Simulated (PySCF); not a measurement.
Gas-phase XPS of `COC(C)(C)CC(F)F`, computed

Species: C6H12F2O.
SMILES with atom numbers: `[CH3:1][O:2][C:3]([CH3:4])([CH3:5])[CH2:6][CH:7]([F:8])[F:9]`

Method: PySCF, delta-SCF UKS SCAN, pcX-2 on the ionised atom, pcseg-1 elsewhere, spin-free X2C. Binding energies are ΔSCF values: E(core-ionised, relaxed orbitals) − E(ground state) at a fixed geometry, referred to the vacuum level.

Task: What binding energy does each computed site have?

Result: 
```tsv
atom(s)	environment	level	binding energy (eV)	above the level's lowest (eV)	count
F8/F9	fluorine of a CF2 group	F 1s	692.79	0.00	2
O2	ether oxygen	O 1s	538.23	0.00	1
C7	CHF2 carbon	C 1s	295.21	+4.61	1
C3	sp3 carbon bound to oxygen	C 1s	292.30	+1.70	1
C1	methoxy carbon	C 1s	292.21	+1.61	1
C6	chain CH2 carbon	C 1s	290.90	+0.30	1
C4/C5	methyl carbon	C 1s	290.60	0.00	2
```

Lowest listed C 1s: C4/C5, bonded to C and 3 H. Highest, 4.61 eV above it: C7, bonded to 2 F, C and H. Summing the Pauling electronegativity differences to the bonded atoms, each weighted by its formal bond order, gives -1.05 for the lowest site and +2.51 for the highest; no listed site has a larger sum than the highest.

Task: Express the binding energy of O 1s of O2 (atom 2) in atomic units and per mole.

Result: 538.23 eV = 19.7796 Eh = 51931 kJ/mol.

Task: Which effective nuclear charge Zeff reproduces each element's mean 1s value in the hydrogen-like formula E = 13.606 eV × Zeff²?

Result: C (Z = 6): mean 292.0 eV, Zeff = 4.63, Z − Zeff = 1.37; O (Z = 8): mean 538.2 eV, Zeff = 6.29, Z − Zeff = 1.71; F (Z = 9): mean 692.8 eV, Zeff = 7.14, Z − Zeff = 1.86. Means run over the listed sites, weighted by atom count.

One atom of each set of topologically equivalent atoms was ionised and stands for the set; in this conformer not all members are related by symmetry, and their own values weren't computed. Isolated species at its PBE0-D3(BJ)/def2-SVP geometry (one conformer only).

Hardware: an Arm Neoverse V1 with one thread, shared host with 32 logical CPUs at a one-minute load of 22. Cost: 2.6 min wall, 0.68 GiB resident at most.

Conformer computed: `[CH3:1][O:2][C:3]([CH3:4])([CH3:5])[CH2:6][CH:7]([F:8])[F:9]`: C1–O2–C3–C4 56°, O2–C3–C6–C7 -56°, C3–C6–C7–F8 -73°.
